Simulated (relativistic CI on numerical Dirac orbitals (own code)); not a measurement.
**P⁺: calculation against measurement**

Computed by Dirac-Coulomb-Breit CI, orbitals from a KLI potential per configuration, model QED (radiative potential, 1s self-energy scaled to tabulated hydrogen-like ionisation energies), valence Slater integrals scaled by 0.85, P86 correlation estimate, and configurations built on the next ion tied to the tabulated ionisation energy (semi-empirical) (own radial code, finite nucleus).

CI space (outside the closed core [Ne]): 3s²3p², 3s3p³, 3s²3p4s, 3s²3p4p, 3s²3p5s, 3s²3p4d, 3s²3p3d, 3s²3p4f, 3p⁴, 3s²3d², 3s3p²3d, 3s²4s², 3s²3p5p, 3s²3d4s, 3s²4s4p, 3s²3p5d, 3s²3p5f, 3s²3p5g, 3s²3d4p, 3p²3d², 3s²4p², 3s3p²4s, 3p³4s, 3s3p²4p. Levels of other configurations are missing.

| Configuration | Term (tabulated) | J | Measured (cm⁻¹) | Computed | Error | Purity (%) |
| --- | --- | --- | --- | --- | --- | --- |
| 3s²3p² | 3P | 0 | 0.0 | 0 | 0 | 96 |
| 3s²3p² | 3P | 1 | 164.9 | 159 | -6 | 96 |
| 3s²3p² | 3P | 2 | 469.1 | 452 | -17 | 96 |
| 3s²3p² | 1D | 2 | 8882.3 | 9592 | 710 | 96 |
| 3s²3p² | 1S | 0 | 21575.6 | 20793 | -783 | 94 |
| 3s3p³ | 5S° | 2 | 45697.0 | 46719 | 1022 | 100 |
| 3s3p³ | 3D° | 1 | 65251.4 | 68616 | 3364 | 75 |
| 3s3p³ | 3D° | 2 | 65272.3 | 68637 | 3365 | 75 |
| 3s3p³ | 3D° | 3 | 65307.2 | 68674 | 3367 | 75 |
| 3s3p³ | 3P° | 2 | 76764.1 | 79370 | 2606 | 66 |
| 3s3p³ | 3P° | 1 | 76812.3 | 79428 | 2616 | 67 |
| 3s3p³ | 3P° | 0 | 76823.1 | 79447 | 2624 | 68 |
| 3s²3p4s | 3P° | 0 | 86597.6 | 82638 | -3959 | 97 |
| 3s²3p4s | 3P° | 1 | 86744.0 | 82784 | -3960 | 96 |
| 3s²3p4s | 3P° | 2 | 87124.6 | 83155 | -3970 | 97 |
| 3s²3p4s | 1P° | 1 | 88893.2 | 85145 | -3749 | 95 |
| 3s²3p4p | 1P | 1 | 101635.7 | 102099 | 463 | 96 |
| 3s²3p4p | 3D | 1 | 103165.6 | 103513 | 347 | 97 |
| 3s²3p4p | 3D | 2 | 103339.1 | 103684 | 345 | 98 |
| 3s²3p4p | 3D | 3 | 103667.9 | 104021 | 353 | 99 |
| 3s²3p4p | 3P | 0 | 105224.1 | 105224 | 0 | 98 |
| 3s²3p4p | 3P | 1 | 105302.4 | 105312 | 10 | 93 |
| 3s²3p4p | 3P | 2 | 105549.7 | 105557 | 8 | 98 |
| 3s²3p4p | 3S | 1 | 106001.2 | 106126 | 125 | 94 |
| 3s²3p4p | 1D | 2 | 107922.9 | 107938 | 16 | 98 |
| 3s3p³ | 3S° | 1 | 110254.8 | 119602 | 9347 | 95 |
| 3s²3p4p | 1S | 0 | 111507.7 | 111481 | -27 | 96 |
| 3s²3p5s | 3P° | 0 | 123344.2 | 123923 | 579 | 100 |
| 3s²3p5s | 3P° | 1 | 123455.5 | 124047 | 592 | 94 |
| 3s²3p5s | 3P° | 2 | 123890.8 | 124480 | 589 | 99 |
| 3s²3p5s | 1P° | 1 | 124432.3 | 125234 | 801 | 94 |
| 3s²3p4d | 3F° | 2 | 124946.7 | 125398 | 451 | 97 |
| 3s²3p4d | 3F° | 3 | 125128.9 | 125581 | 452 | 97 |
| 3s²3p4d | 3F° | 4 | 125391.1 | 125841 | 450 | 97 |

Measured levels from NIST Handbook of Basic Atomic Spectroscopic Data (Sansonetti and Martin, J. Phys. Chem. Ref. Data 34, 1559 (2005)); pairs were made by configuration, J and term (by order where the table uses no LS term), so strongly mixed levels may be paired wrongly.

Mean error by configuration (cm⁻¹): 3s²3p² -24; 3s3p³ 3539; 3s²3p4s -3909; 3s²3p4p 164; 3s²3p5s 640; 3s²3p4d 451. Over the excited levels the mean absolute error is 1548 cm⁻¹ (33 of the 35 excited levels that our extract of the source holds in range could be paired, and the others can miss by more), and the median relative error of those above 1,000 cm⁻¹ is 0.48 %.

Transition probabilities of persistent lines. The last column rescales the computed rate by the cube of measured over computed energy:

```
λ measured (Å)         Lower         Upper  A tabulated (s⁻¹)  A computed  A rescaled
1310.70 vacuum    3s²3p² ³P2    3s3p³ ³P°2           3.28e+07    6.44e+06    5.82e+06
1532.53 vacuum    3s²3p² ³P0    3s3p³ ³D°1           2.90e+06    7.45e+05    6.40e+05
1535.92 vacuum    3s²3p² ³P1    3s3p³ ³D°2           3.85e+06    9.67e+05    8.31e+05
1536.41 vacuum    3s²3p² ³P1    3s3p³ ³D°1           1.80e+06    4.00e+05    3.44e+05
1542.30 vacuum    3s²3p² ³P2    3s3p³ ³D°3           4.80e+06    1.05e+06    8.99e+05
   4588.04 air   3s²3p4p ³D2  3s²3p4d ³F°3           1.70e+08    1.81e+08    1.78e+08
   4589.86 air   3s²3p4p ³D1  3s²3p4d ³F°2           1.60e+08    1.68e+08    1.65e+08
   4602.08 air   3s²3p4p ³D3  3s²3p4d ³F°4           1.90e+08    2.01e+08    1.98e+08
   6024.18 air  3s²3p4s ³P°1   3s²3p4p ³D2           5.10e+07    1.08e+08    5.40e+07
   6043.12 air  3s²3p4s ³P°2   3s²3p4p ³D3           6.80e+07    1.32e+08    6.59e+07
```
